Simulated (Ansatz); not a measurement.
Computed with Ansatz on PBE0-D4/def2-TZVP structures; ΔE is electronic, products minus reactants. CCSD(T)/CBS adds triple-zeta CCSD(T) − MP2 to the extrapolated MP2 energy (def2 sets, frozen cores). Functionals use def2-TZVPP. B3LYP here is the variant with VWN-RPA as its local correlation; programs differ in this. Each species was taken in one conformer, which may not be the lowest.

`SC1CO[SiH2]1` → `COC([SiH3])=S`  (isomerisation)

`SC1CO[SiH2]1`:

Cartesian coordinates in Å:
```
S -1.862 0.492 -1.131
C -0.158 0.051 -0.779
C 0.702 1.028 0.065
O 1.192 0.153 1.109
Si 0.293 -1.150 0.596
H -2.382 0.205 0.075
H 0.301 -0.177 -1.741
H 0.103 1.834 0.495
H 1.547 1.454 -0.482
H 1.094 -2.365 0.293
H -0.829 -1.525 1.500
```

`COC([SiH3])=S`:

Cartesian coordinates in Å:
```
C -1.147 1.023 -0.722
O -1.449 -0.069 0.141
C -0.458 -0.793 0.641
Si 1.409 -0.543 0.334
S -0.767 -2.044 1.630
H -2.106 1.457 -0.996
H -0.630 0.680 -1.621
H -0.540 1.771 -0.209
H 1.734 0.590 -0.578
H 1.922 -1.793 -0.269
H 2.033 -0.279 1.650
```

```json
{"level": "PBE0-D4", "ΔE (kJ/mol)": "123.9", "difference from CCSD(T)/CBS": "-1.6"}
{"level": "ωB97M-V", "ΔE (kJ/mol)": "127.7", "difference from CCSD(T)/CBS": "2.2"}
{"level": "PBE", "ΔE (kJ/mol)": "100.7", "difference from CCSD(T)/CBS": "-24.8"}
{"level": "r2SCAN", "ΔE (kJ/mol)": "109.9", "difference from CCSD(T)/CBS": "-15.6"}
{"level": "PBE0", "ΔE (kJ/mol)": "123.0", "difference from CCSD(T)/CBS": "-2.5"}
{"level": "B3LYP", "ΔE (kJ/mol)": "102.6", "difference from CCSD(T)/CBS": "-22.9"}
{"level": "HF/def2-TZVPP", "ΔE (kJ/mol)": "128.8", "difference from CCSD(T)/CBS": "3.3"}
{"level": "MP2/def2-QZVPP", "ΔE (kJ/mol)": "132.6", "difference from CCSD(T)/CBS": "7.1"}
{"level": "HF/CBS(def2)", "ΔE (kJ/mol)": "129.9", "difference from CCSD(T)/CBS": "4.4"}
{"level": "CCSD/CBS(def2)", "ΔE (kJ/mol)": "134.7", "difference from CCSD(T)/CBS": "9.2"}
{"level": "CCSD(T)/CBS", "ΔE (kJ/mol)": "125.5", "difference from CCSD(T)/CBS": "0"}
```

Largest T1 diagnostic among the species: 0.017.

From PBE to PBE0 (25 % exact exchange), in def2-TZVPP and without D4, ΔE moves by +22.4 kJ/mol.
